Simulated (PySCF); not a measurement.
B(PH3)Cl3.
Bonds: B1–P2, B1–Cl6, B1–Cl7, B1–Cl8. Hydrogens: H3, H4, H5 on P2.

A GFN2-xTB structure was refined with PySCF 2.14.0, PBE0-D3(BJ)/def2-SVP geometry optimisation, gas phase. Its GFN2-xTB values:

| coordinate | GFN2-xTB |
| --- | --- |
| B1–P2 | 1.984 Å |
| B1–Cl6 | 1.756 Å |
| B1–Cl7 | 1.898 Å |
| P2–H3 | 1.351 Å |
| P2–B1–Cl6 | 106.5° |
| P2–B1–Cl7 | 101.6° |
| Cl6–B1–Cl7 | 111.6° |

Question: How do these coordinates change at the PBE0-D3(BJ)/def2-SVP level?

Answer: 
| coordinate | PBE0-D3(BJ)/def2-SVP (Å or °) | change |
| --- | --- | --- |
| B1–Cl7 | 1.826 | -0.072 |
| B1–Cl6 | 1.823 | +0.067 |
| P2–H3 | 1.413 | +0.062 |
| B1–P2 | 2.011 | +0.027 |
| Cl6–B1–Cl7 | 114.5 | +2.9 |
| P2–B1–Cl6 | 104.5 | -2.0 |
| P2–B1–Cl7 | 103.0 | +1.4 |

The energy falls by 5.3 kcal/mol over 5 energy and gradient evaluations, the largest force component goes from 0.0346 to 2.8e-04 Eh/bohr, and the atoms move by 0.057 Å rms after alignment. The bond that changes most is B1–Cl7 (ends: boron bonded to 3 Cl and P; chlorine bonded to B), which shortens by 0.072 Å. Bonds longer at the end by more than 0.005 Å: 5 of 7; shorter: 1.

The run used 101 basis functions and 31 SCF cycles in all. Hardware: one thread of an AMD EPYC 9B45, shared host with 96 logical CPUs at a one-minute load of 34. Cost: 10 s wall, 0.40 GiB resident at most.

Not checked by PBE0-D3(BJ)/def2-SVP frequencies.
